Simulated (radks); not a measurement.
Q: P0.25+, 14.75 electrons, occupied as [Ne] 3p(up 1.5, down 1.5) 3s(up 1, down 0.75) (fractional occupations, a model configuration). All-electron calculation, non-relativistic Kohn-Sham, BLYP, spin-polarised, spherical densities, point nucleus. Program: a radial shooting solver on a logarithmic mesh with Libxc functionals. Some entries of the table are withheld. Estimate them.

orbital,occ.,eigenvalue (hartree),<r> (bohr)
1s up,1,-76.51277,0.1040
1s down,1,-76.51102,0.1040
2s up,1,-6.45693,0.5222
2s down,1,-6.45497,0.5222
2p up,3,-4.68034,0.4860
2p down,3,-4.67830,0.4859
3s up,1,-0.59692,(1)
3s down,0.75,-0.58661,(2)
3p up,1.5,-0.28089,2.289
3p down,1.5,-0.27277,2.311

A: 
(1) 3s up <r> (bohr): 1.869
(2) 3s down <r> (bohr): 1.877
